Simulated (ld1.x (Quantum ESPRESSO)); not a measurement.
Results of a calculation; reference values are marked as such.
**Potentials for sulfur compared**

Generated with ld1.x 7.5 (TM, RRKJ, ultrasoft, PAW), atompaw 4.2 or ONCVPSP 4.0.1. The cutoff is in Ry: for ld1.x and atompaw files where the sum of valence levels is converged to 10 mRy in a Bessel basis, for ONCV files where the hardest occupied wave has 1 mHa per electron of residual kinetic energy. The error is the largest all-electron minus pseudo excitation energy over each file’s own four to seven test configurations (ionisations up to +4, promotions, holes and added fractions of an electron), all of which were solved. The labels leave out finer settings (local radius, basis sizes, second energies), which also bear on the numbers. Spin-polarised tests are not counted. The rows are a selection from randomly drawn settings: files with unsolved tests, undetermined cutoffs or missed reference levels are left out.

A true bound ghost makes a file unfit for plane-wave use even where its test errors are small: the radial tests pick states by their node count and pass the ghost by.

| potential | cutoff (Ry) | largest error (meV) | bound ghosts |
| --- | --- | --- | --- |
| TM, LDA (PZ), scalar-relativistic, rc 1.40/1.65 (sp), local s, core correction yes, reference 3s1.5 3p4.5 | 30 | +22 | none |
| TM, BLYP, scalar-relativistic, rc 1.10/1.45/1.10 (spd), local smoothed, core correction no, reference 3s2 3p4 | 60 | +173 | none |
| TM semilocal, PBEsol, scalar-relativistic, rc 1.35/1.40 (sp), local p, core correction no, reference 3s1.75 3p4.25 | 40 | +212 | none |
| TM semilocal, LDA (PZ), non-relativistic, rc 1.30/1.70 (sp), local p, core correction yes, reference 3s2 3p3 | 40 | +56 | none |
| PAW, PBEsol, scalar-relativistic, rc 1.40/1.35/1.05 (spd), local d, core correction yes, reference 3s2 3p3 | 18 | -75 | none |
| RRKJ, LDA (PZ), scalar-relativistic, rc 1.15/1.75/1.45 (spd), local smoothed, core correction no, reference 3s2 3p4 | 55 | +539 | none |

(1) Fill in the row for S: TM, LDA (PZ), non-relativistic, rc 1.10/1.10/0.95 (spd), local d, core correction no, reference 3s2 3p4.

(2) Fill in the row for S: ultrasoft, LDA (PZ), scalar-relativistic, rc 1.55/1.85/1.35 (spd), local smoothed, core correction no, reference 3s2 3p4.

## Answers

(1) cutoff 100 Ry, largest error +91 meV, bound ghosts: s.

(2) cutoff 18 Ry, largest error +325 meV, bound ghosts: none.
